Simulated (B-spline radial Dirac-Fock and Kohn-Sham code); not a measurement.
# The L3 (2p3/2) hole of neodymium ions: width and yield against charge

Calculated with a B-spline atomic structure program, using independent-particle radiative and Coulomb Auger rates from relativistic LDA hole-state orbitals, with Dirac-Fock energies. Tabulated ground configurations, configuration averages; single configurations, so decays that open only by mixing (as 1s 2s² with 1s 2p² in Be-like ions) are missing and such tiny yields are far too low.

```tsv
ion	configuration	radiative (eV)	non-radiative (eV)	yield
Nd	[Xe] 4f4 6s2	0.451	2.91	0.134
Nd⁺	[Xe] 4f4 6s1	0.451	2.91	0.134
Nd²⁺	[Xe] 4f4	0.451	2.91	0.134
Nd³⁺	[Xe] 4f3	0.452	2.93	0.134
Nd⁴⁺	[Xe] 4f2	0.453	2.94	0.133
Nd⁵⁺	[Kr] 4d10 4f2 5s2 5p5	0.453	2.94	0.133
Nd⁶⁺	[Kr] 4d10 4f2 5s2 5p4	0.453	2.94	0.134
Nd⁷⁺	[Kr] 4d10 4f2 5s2 5p3	0.454	2.93	0.134
```
